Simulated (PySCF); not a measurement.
## A small calculation by hand: chemical shift, span and skew from a shielding tensor

C4H7FO, SMILES CCO/C=C\F. Atoms are numbered in the order given.

```xyz
13

C      0.2702    -2.5453     0.0000
C      0.4091    -1.0378     0.0000
O     -0.9072    -0.4809     0.0000
C     -1.0632     0.8548     0.0000
C     -0.1690     1.8526     0.0000
F      1.1721     1.6916     0.0000
H      1.2642    -3.0187     0.0000
H     -0.2785    -2.8852    -0.8917
H     -0.2785    -2.8852     0.8917
H      0.9594    -0.6853    -0.8889
H      0.9594    -0.6853     0.8889
H     -2.1192     1.1386     0.0000
H     -0.4802     2.8987     0.0000
```
Charge 0, spin multiplicity 1.

The structure is a stationary point at B3LYP-D3(BJ)/def2-SVP. The structure was generated by enumeration; whether it is a known compound was not checked. Other conformers were not sampled.

GIAO shieldings from PySCF with KT2/pcSseg-1, non-relativistic, no solvent. The symmetric part of the tensor of F6 has the principal values 272.4, 324.2, 415.8 ppm. The same nucleus in CFCl3 has σ = 127.1 ppm at this level (PySCF, at its B3LYP-D3(BJ)/def2-TZVP geometry).

Problem. Work out the isotropic shielding, the ¹⁹F shift against CFCl3, the span and the skew.

Solution. 
σ(iso) = (σ11 + σ22 + σ33)/3 = 337.5 ppm. δ = σ(ref) − σ(iso) = 127.1 − (337.5) = -210.4 ppm.
Span Ω = σ33 − σ11 = 143.4 ppm. Skew κ = 3(σ(iso) − σ22)/Ω = 0.28. Tumbling in solution averages the tensor to δ; in a static solid the shielding alone would spread this spin-1/2 line over Ω.
